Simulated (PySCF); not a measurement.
**A survey of 29Si NMR shifts**

Theoretical values (PySCF 2.14): geometry from GFN2-xTB, σ from GIAO-PBE0/pcSseg-1. Fast rotation and ring inversion assumed for equivalent nuclei, one computed conformer, isolated molecule, relativity neglected.

Shieldings were converted by a linear fit to measured shifts: 29Si: δ = 279.94 − 0.822σ (rms 8.9 ppm, 72 shifts, 25.8 ppm with the 6 outliers that the fit left out vs TMS, solution or neat liquid). A few per cent of atoms miss by over 2 rms, more outside the fitted compound classes.

**Question.** Give the 29Si shifts of `C=CCc1ccn([SiH3])c1`, `CO[Si@H](C[SiH3])[SiH2][SiH3]`.

**Answer.** 
```csv
compound,environment,δ (ppm)
C=CCc1ccn([SiH3])c1,"silicon bonded to N, 3 H",-49.1
[CH3:1][O:2][Si@H:3]([CH2:4][SiH3:5])[SiH2:6][SiH3:7],"Si3: silicon bonded to C, O, Si, H",-4.1
[CH3:1][O:2][Si@H:3]([CH2:4][SiH3:5])[SiH2:6][SiH3:7],"Si5: silicon bonded to C, 3 H",-71.3
[CH3:1][O:2][Si@H:3]([CH2:4][SiH3:5])[SiH2:6][SiH3:7],"Si7: silicon bonded to Si, 3 H",-101.7
[CH3:1][O:2][Si@H:3]([CH2:4][SiH3:5])[SiH2:6][SiH3:7],"Si6: silicon bonded to 2 Si, 2 H",-115.5
```

**Question.** Match the shifts -4.7, -27.3, -42.0 ppm to `C=C(O[SiH3])[C@H](C)F`, `CO[Si@@H]1CC[C@H]1F`, `C1OC[SiH2]1`.

**Answer.** -4.7: CO[Si@@H]1CC[C@H]1F (silicon bonded to 2 C, O, H, in a 4-membered ring); -27.3: C1OC[SiH2]1 (silicon bonded to 2 C, 2 H, in a 4-membered ring); -42.0: C=C(O[SiH3])[C@H](C)F (silicon bonded to O, 3 H).
